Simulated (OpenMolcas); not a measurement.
**Mn⁵⁺: effect of the IPEA shift**

| Property | Result |
| --- | --- |
| Program | OpenMolcas 26.06 |
| Basis | ANO-RCC-VDZP [5s4p2d1f] |
| Scalar Hamiltonian | DKH2, point nucleus |
| Active space | 2 electrons in 5 orbitals (3d) |
| State averaging | 2S+1 = 3 even, 10 roots; 2S+1 = 1 even, 15 roots |
| Spin-orbit coupling | state interaction with AMFI integrals over the reference wave functions, term energies averaged over their components |

Methods on the same reference wave functions:
A. CASSCF
B. SS-CASPT2, IPEA 0 Eh, imaginary shift 0.1 Eh (closed shells correlated: 3s 3p)
C. SS-CASPT2, IPEA 0.25 Eh, imaginary shift 0.1 Eh (closed shells correlated: 3s 3p)

Energies in cm-1 above 3d2 3F2, the measured ground level; measured values from Corliss and Sugar, J. Phys. Chem. Ref. Data 6, 1253 (1977).

| Level | A | B | C | Measured |
| --- | --- | --- | --- | --- |
| 3d2 3F2 | 0.0 | 0.0 | 0.0 | 0.0 |
| 3d2 3F3 | 715 | 720 | 720 | 746 |
| 3d2 3F4 | 1625 | 1629 | 1629 | 1669 |
| 3d2 1D2 | 18438 | 15620 | 15600 | 15336 |
| 3d2 3P0 | 21444 | 18290 | 18520 | 17782 |
| 3d2 3P1 | 21700 | 18550 | 18780 | 18057 |
| 3d2 3P2 | 22276 | 19130 | 19360 | 18628 |
| 3d2 1G4 | 28264 | 26740 | 26660 | 25511 |
| 3d2 1S0 | 68476 | 61280 | 61180 |  |

Deviations, from unrounded energies. A percentage is the sum of absolute deviations over the sum of measured energies, with the sign that they share, or ± where signs differ.

```tsv
Against measurement	Levels	A	B	C
mean absolute deviation (cm-1)	7	2400	440	530
fine structure of the ground term (%)	2	-3.1	-2.7	-2.7
other terms of the ground configuration (%)	5	+17.6	+3.2	+3.8
```

B lies closest to measurement on these levels and A furthest from it. The largest miss of B in the table is 3d2 1G4, by +1200 cm-1. The ranking rests on the paired levels alone, and a cruder setting can come out closer through cancelling errors.

Between B and C the level of the table that moves most is 3d2 3P1, by 240 cm-1 (lowest in B, highest in C). Moves below CASPT2's spread within the term are not significant.

The mean deviations of B to C differ by less than CASPT2's widest spread within a term (1000 cm-1), so their order carries little weight.

From A to B the spin-free energies of the other terms of 3d2 shown, above 3F, scale by factors of 0.84 to 0.94, as is usual when dynamic correlation screens the repulsion within a d or f shell.

The lowest spin-free term lies below A's lowest term by 0.216 hartree in B, 0.212 hartree in C.

CASPT2 does not keep the components of a term degenerate, so their means are used; among the terms shown or strongly mixed into the levels shown the widest spread is 1000 cm-1 (3d2 1G, B). The basis is small and was not contracted for so high a charge. Without dynamic correlation excited terms often stand tens of per cent too high (terms of higher spin than the ground term too low), and those without a measured partner can miss by more than the paired ones (holds for A). Computed and measured levels are paired by configuration, term and J; levels that our copy of the source lacks, or whose pairing is in doubt (as where it misses far off the trend of its configuration), stay unpaired and out of the deviations. Levels of configurations outside the active space are missing.
